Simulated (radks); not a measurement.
The numbers below are computed, except where a source is named.
Problem. Ho III, 65 electrons, occupied as [Xe] 4f11 (the NIST ground configuration). Level of theory: non-relativistic Kohn-Sham, r2SCAN, spin-polarised, spherical densities, point nucleus; open shells are filled with parallel spins first (spin-orbit coupling, left out, can overturn this in heavy ions); meta-GGA in the generalised Kohn-Sham scheme; relativity is left out, which matters for an element this heavy (a radial shooting solver on a logarithmic mesh with Libxc functionals). Some entries of the table are withheld. Estimate them.

orbital  occ.  eigenvalue (eV)  r(max) (bohr)  <r^2> (bohr^2)
1s up       1        -51884.33        0.01501       0.0006849
1s down     1        -51884.33        0.01501       0.0006849
2s up       1        -8371.614        0.08203         0.01083
2s down     1        -8371.597        0.08203         0.01083
2p up       3        -7980.178        0.06385        0.008044
2p down     3        -7980.162        0.06385        0.008044
3s up       1        -1874.858         0.2273         0.06922
3s down     1        -1872.836         0.2272         0.06915
3p up       3        -1698.315         0.2150         0.06462
3p down     3        -1696.470         0.2149         0.06454
3d up       5        -1370.182         0.1713         0.05125
3d down     5        -1368.855         0.1712         0.05117
4s up       1        -376.9214         0.5170          0.3478
4s down     1        -373.4338         0.5169          0.3480
4p up       3        -305.8693         0.5211          0.3661
4p down     3        -302.3630         0.5211          0.3664
4d up       5        -178.7608         0.5252             (1)
4d down     5        -175.2386         0.5252             (2)
5s up       1         -58.4768          1.223             (3)
5s down     1         -57.2146          1.232             (4)
5p up       3              (5)          1.338           2.708
5p down     3              (6)          1.351           2.779
4f up       7         -21.9530         0.5157          0.8187
4f down     4         -18.7912         0.5174          0.8886

Solution. 
(1) 4d up <r^2> (bohr^2): 0.4152
(2) 4d down <r^2> (bohr^2): 0.4164
(3) 5s up <r^2> (bohr^2): 2.128
(4) 5s down <r^2> (bohr^2): 2.176
(5) 5p up eigenvalue (eV): -39.6196
(6) 5p down eigenvalue (eV): -38.6887
